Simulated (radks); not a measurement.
The numbers below are computed, except where a source is named.
Pm V, configuration [Xe] 4f3 (the NIST ground configuration). Level of theory: Dirac Kohn-Sham, PBE, spin-unpolarised, spherical densities, finite nucleus; open shells fill j = l - 1/2 first; Fermi nuclear charge, rms radius 4.962 fm (a radial shooting solver on a logarithmic mesh with Libxc functionals).

Spin-orbit splittings of the eigenvalues, e(l+1/2) - e(l-1/2), with zeta = 2 splitting/(2l+1) and mean radii in bohr:

| shell | occ. | splitting (eV) | zeta (eV) | <r> j=l-1/2 | <r> j=l+1/2 |
|---|---|---|---|---|---|
| 2p | 6 | 560.1 | 373.4 | 0.08245 | 0.08897 |
| 3p | 6 | 112.6 | 75.06 | 0.2498 | 0.2624 |
| 3d | 10 | 24.38 | 9.754 | 0.2340 | 0.2379 |
| 4p | 6 | 24.88 | 16.59 | 0.6051 | 0.6329 |
| 4d | 10 | 4.478 | 1.791 | 0.6744 | 0.6841 |
| 4f | 3 | ? | ? | 0.8693 | 0.8766 |
| 5p | 6 | 4.044 | 2.696 | 1.503 | 1.572 |
| 5d | 0 | 0.4940 | 0.1976 | 2.012 | 2.038 |

Estimate the 4f splitting.

Answer. 0.5836 eV (zeta = 0.1667 eV).
